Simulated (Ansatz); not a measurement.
C3H9BSi can be A, `BC[SiH]1CC1`, or B, `C[SiH]1BCC1`.

Calculated with Ansatz (gas phase, PBE0-D4/def2-TZVP geometries, no zero-point term in ΔE). CCSD(T)/CBS is the MP2 limit (def2-TZVPP, def2-QZVPP) plus CCSD(T) − MP2 in def2-TZVPP, frozen cores. DFT in def2-TZVPP. B3LYP here is the variant with VWN-RPA as its local correlation; programs differ in this. One conformer a species, not always the lowest.

A:

```xyz
14

B    -0.6243    0.5139    1.7470
C     0.4990   -0.5173    1.5670
Si   -0.0289   -0.8198   -0.2197
C    -0.5012    0.6299   -1.3042
C     0.8405   -0.0274   -1.6435
H    -0.4116    1.6850    1.6290
H    -1.7436    0.1458    1.9703
H     1.5310   -0.1719    1.6007
H     0.3754   -1.4780    2.0697
H    -0.7876   -2.0652   -0.4514
H    -1.3078    0.4752   -2.0134
H    -0.4639    1.6438   -0.9255
H     1.7313    0.5604   -1.4465
H     0.8918   -0.5745   -2.5794
```

B:

Z-matrix (Å, degrees):
```
C
Si 1 1.880
H 1 1.092 2 111.0
H 1 1.093 2 110.4 3 119.8
H 1 1.092 2 111.1 3 -120.2
B 2 2.026 1 115.8 3 81.8
C 2 1.908 1 113.3 3 166.8
H 2 1.495 1 108.6 3 -61.6
C 6 1.572 2 86.2 1 93.5
H 6 1.194 2 144.5 1 -90.1
H 7 1.092 2 120.7 1 24.8
H 7 1.093 2 110.2 1 151.6
H 9 1.095 6 120.5 2 150.5
H 9 1.107 6 102.4 2 -93.3
```

**Question.** Which is lower in electronic energy at CCSD(T)/CBS, and by how much? (An estimate is asked.)

**Answer.** Computed: B, by 15.1 kJ/mol.

**Question.** Give E(B) − E(A) in kJ/mol with B3LYP-D4, B2PLYP, CCSD(T)/def2-TZVPP, HF/def2-TZVPP, r2SCAN-D4, CCSD/def2-TZVPP, PBE-D4. (Best estimate.)

**Answer.** Ansatz gave: B3LYP-D4 -11.7, B2PLYP -11.3, CCSD(T)/def2-TZVPP -14.4, HF/def2-TZVPP -31.8, r2SCAN-D4 -3.5, CCSD/def2-TZVPP -19.0, PBE-D4 -6.7. None reverses the order clearly.

Largest T1 diagnostic: 0.012.

In def2-TZVPP, CCSD(T) changes the Hartree–Fock value by +17.4 kJ/mol (the triples alone add +4.5 kJ/mol) and MP2 by +24.9 kJ/mol. From PBE to PBE0 (25 % exact exchange), in def2-TZVPP and without D4, E(B) − E(A) moves by −6.2 kJ/mol.
